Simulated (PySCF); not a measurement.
Si(H)2(Cl)(Vi), SMILES Cl[SiH2]C=C (C₂H₅ClSi) (PBE0/def2-SVP optimised geometry):

```
9

Si    -1.562    -0.316     0.000
Cl    -2.280    -1.240    -1.716
C      0.297    -0.316     0.000
C      1.014    -0.933     0.947
H     -2.054    -1.070     1.187
H     -2.110     1.070     0.000
H      0.829     0.215    -0.800
H      2.110    -0.919     0.949
H      0.539    -1.485     1.766
```

Calculation: PySCF 2.14.0 with PBE0/def2-TZVP.

Problem. What are the frontier orbital energies and the dipole moment?

Solution. HOMO-2 -8.87 eV, HOMO-1 -8.73 eV, HOMO -8.34 eV, LUMO -0.97 eV, LUMO+1 0.72 eV; dipole moment 1.99 D.

On the same geometry PySCF with PBE/def2-TZVP gives HOMO-2 -7.52 eV, HOMO-1 -7.37 eV, HOMO -7.20 eV, LUMO -1.96 eV, LUMO+1 -0.21 eV; dipole moment 1.89 D.

Meta-Löwdin charges at PBE0/def2-TZVP: Si1 0.68, Cl2 -0.31, C3 -0.36, C4 -0.20, H5 -0.10, H6 -0.09, H7 0.13, H8 0.13, H9 0.12.
